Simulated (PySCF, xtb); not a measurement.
CH3Si, SMILES C[Si] (connectivity only; charge and spin as stated), charge +1, multiplicity 1.

The structure is a stationary point at PBE0-D3(BJ)/def2-TZVP. The spin state was assumed, not searched. The isomer is the one that the SMILES or the coordinates give; other isomers of the formula were not compared.

These are IEF-PCM-B3LYP/def2-TZVPD (PySCF) values and carry that method's errors.

The values are the electrostatic part of the solvation free energy, E(continuum) − E(gas) at the gas-phase geometry, in a cavity of scaled van der Waals radii (PySCF's table); cavitation and dispersion terms are not included. In vacuum the orbital gap is 4.71 eV.

```tsv
solvent	ε	ΔG(elec) (kcal/mol)	gap (eV)
water	78.36	-62.4	4.79
2-propanol	19.26	-59.9	4.79
chlorobenzene	5.70	-52.0	4.77
```

For comparison, GFN2-xTB/ALPB(water) (xtb, at the GFN2-xTB geometry, all terms of that model) gives -54.4 kcal/mol.
